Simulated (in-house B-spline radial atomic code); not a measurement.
Atomic self-consistent-field run: neutral tin. Method: Dirac-Kohn-Sham PBE0, spherical fractional occupations, Fermi nucleus of rms radius 4.6519 fm. Calculated with a B-spline radial code for spherical atoms.

Command:
```bash
python run_scf.py task.json out
```
Settings (nuclear radius in fm, mass in u):
```
Z                50
configuration    [Kr] 4d10 5s2 5p2
hamiltonian      dirac
method           pbe0
spin_polarised   False
nucleus          fermi
rms_radius       4.6519
atomic_mass      119.9022
speed_of_light   137.035999084
```

Output (hartree, bohr):
```
 radial grid: 77 intervals, B-splines of order 8, outer radius 50 bohr

 iter        energy (Eh)    residual
    1       -6177.117147    5.29e-01
    2       -6177.281793    1.98e-01
    3       -6178.769812    1.04e-02
    4       -6178.771785    3.02e-03
    5       -6178.771969    7.48e-04
    6       -6178.771980    1.71e-04
    7       -6178.771981    5.49e-05
    8       -6178.771981    5.61e-06
    9       -6178.771981    2.20e-06
   10       -6178.771981    3.41e-08

 total energy                     -6178.77198
 kinetic                            6505.2682
 electron-nucleus                 -14997.7441
 Hartree                            2478.8645
 exact exchange                      -40.5808
 exchange-correlation               -124.5798

 first-order corrections (not in the total)
   Gaunt                             4.9307
   retardation                      -0.5042
   frequency dependence             -0.0423
   self-energy                       3.3411
   Uehling                          -0.4353
   Wichmann-Kroll                    0.0090
   recoil                            0.0192

 orbital      occ     eigenvalue          <r>       <r^2>       <1/r>     <1/r^2>       r_max    small
 1s1/2      2.000     -1068.9516    0.0290531  0.00114265      53.085     6088.09     0.01877  3.37e-02
 2s1/2      2.000      -162.1988     0.125061   0.0185013     12.3164     701.693      0.1062  7.15e-03
 2p1/2      2.000      -151.3931     0.105828   0.0137682     12.2885     225.807     0.08182  7.16e-03
 2p3/2      4.000      -142.9079     0.111193   0.0150707     11.4445     178.447     0.08633  6.83e-03
 3s1/2      2.000       -31.6858     0.338604    0.131216     4.35748     138.259      0.3075  2.07e-03
 3p1/2      2.000       -27.2851     0.329571     0.12626     4.26295      44.298       0.294  2.01e-03
 3p3/2      4.000       -25.7239     0.340676      0.1347     4.05741     35.3449      0.3042  1.92e-03
 3d3/2      4.000       -17.9699     0.312246     0.11578     3.89993     19.1797      0.2494  1.80e-03
 3d5/2      6.000       -17.6488     0.315792    0.118278     3.84672     18.5558      0.2524  1.78e-03
 4s1/2      2.000        -5.1809     0.819472    0.759739     1.69959     28.0366      0.7462  5.50e-04
 4p1/2      2.000        -3.6977     0.867096    0.859019     1.58229     8.51111      0.7727  4.90e-04
 4p3/2      4.000        -3.4164     0.896184     0.91775     1.51714     6.82659      0.7969  4.64e-04
 4d3/2      4.000        -1.0817      1.08723     1.40378     1.22782     2.83397      0.8817  3.21e-04
 4d5/2      6.000        -1.0425      1.10185      1.4427     1.20995     2.72864      0.8914  3.13e-04
 5s1/2      2.000        -0.4333      2.40912     6.63392    0.535329     2.92516       2.024  6.94e-05
 5p1/2      0.667        -0.1418      3.20194     12.0488    0.401304    0.587288       2.516  3.78e-05
 5p3/2      1.333        -0.1258      3.36258     13.3087       0.381    0.464344       2.632  3.41e-05

 Slater integrals (Eh)
   F0(5s1/2,5s1/2)               0.374812
   F0(5s1/2,5p1/2)               0.319487
   G1(5s1/2,5p1/2)               0.200830
   F0(5s1/2,5p3/2)               0.309342
   G1(5s1/2,5p3/2)               0.186463
   F0(5p1/2,5p1/2)               0.283590
   F0(5p1/2,5p3/2)               0.276606
   G2(5p1/2,5p3/2)               0.142658
   F0(5p3/2,5p3/2)               0.270158
   F2(5p3/2,5p3/2)               0.139694
```

Run time, properties included: 1.8 s on 1 thread of Intel(R) Xeon(R) 6975P-C (shared host).

For the Dirac Hamiltonian the kinetic term is c α·p + (β - 1)c².

Caution: exact exchange at fractional occupations of open shells leaves self-interaction of up to several eV.
